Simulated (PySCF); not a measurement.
HgBr, SMILES [Br][Hg+], charge +1.

Geometry optimised at r2SCAN-D4/def2-TZVP. The multiplicity is an assumed one; other spin states were not compared. The def2 effective core potentials stand for the cores of Hg; spin–orbit coupling is left out.

These are r2SCAN-D4/def2-TZVP (PySCF) values and carry that method's errors.

Frequencies are harmonic and unscaled.

| mode | ν (cm⁻¹) | IR (km/mol) | Raman (Å⁴/amu) | depolarisation | moving atoms (share of kinetic energy) |
|---|---|---|---|---|---|
| 1 | 251 | 0.1 | 7.9 | 0.24 | Br 72 %, Hg 28 % |
